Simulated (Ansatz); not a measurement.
BeCl2 (SMILES [Cl][Be][Cl]) moved off its minimum; all values from Ansatz (a quantum-chemistry and plane-wave program), cores frozen in correlated methods.
(charge 0, multiplicity 1)
```xyz
3

Be     0.04750    -0.00499     0.02170
Cl     0.01130     0.04838    -1.90373
Cl    -0.09090     0.04570     1.73061
```

Task: Give the forces (eV/Å), the total energy and the dipole at CCSD(T)/aug-cc-pV(T+d)Z.

Result: 
```tsv
atom	Fx	Fy	Fz
Be1	-0.009	0.071	-3.887
Cl2	0.103	-0.089	1.767
Cl3	-0.093	0.018	2.120
```
Energy -934.3118 hartree, dipole 1.00 D.
